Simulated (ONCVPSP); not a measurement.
Building the ONCV potential for Sn (Z = 50) (LDA (Perdew-Wang 92), non-relativistic).

```json
{"Element": "Sn", "Generator": "ONCVPSP 4.0.1", "Type": "optimised norm-conserving Vanderbilt (ONCV)", "Functional": "LDA (Perdew-Wang 92)", "Relativity": "non-relativistic", "Frozen core": "[Ar] 3d10", "Valence charge": "22", "Reference configuration": "4s2 4p6 4d10 5s2 5p2", "Partial waves": "4s+5s: rc 1.45 bohr, ncon 4, nbas 7, qcut 6.6 1/bohr, 2 projectors; 4p+5p: rc 1.25 bohr, ncon 3, nbas 7, qcut 10.4 1/bohr, 2 projectors; 4d: rc 1.25 bohr, ncon 4, nbas 9, qcut 13.3 1/bohr, local; f scattering state at 0.27 Ha: rc 1.40 bohr, ncon 3, nbas 6, qcut 9.1 1/bohr, 3 projectors, debl 2.6 Ha", "Local potential": "the d channel", "Core correction": "none"}
```

All-electron outer shells of the reference configuration (LDA (PZ), non-relativistic, ld1.x):

| shell | level (eV) | outermost node (bohr) | outermost maximum (bohr) |
| --- | --- | --- | --- |
| 3p | -683.49 | 0.14 | 0.31 |
| 3d | -480.48 | – | 0.25 |
| 4s | -123.70 | 0.42 | 0.77 |
| 4p | -87.39 | 0.41 | 0.80 |
| 4d | -27.33 | 0.39 | 0.88 |
| 5s | -10.05 | 1.02 | 2.09 |
| 5p | -3.94 | 1.10 | 2.55 |

(1) Estimate the cutoffs (Ha) at which the residual kinetic energy of the hardest occupied pseudo-wave falls to 1 and 0.1 mHa per electron.

(2) What does a ghost test show?

(3) Which valence shell sets the plane-wave cutoff?

(4) Tests: 4s2 4p6 4d10 5s2 5p1; 4s2 4p6 4d10 5s2 5p0; 4s2 4p6 4d10 5s1 5p0; 4s2 4p6 4d9 5s2 5p2. Which has the largest error in its energy relative to the reference configuration, and how large is it?

## Answers

(1) 48 Ha and 59 Ha.

(2) No bound ghost flagged; GHOST(+) flagged for s at 210.6 eV.

(3) 4d: 48 Ha for 1 mHa per electron, against 35 Ha for 4p.

(4) 4s2 4p6 4d9 5s2 5p2, with +10 meV (all-electron minus pseudo) on +34.29 eV.
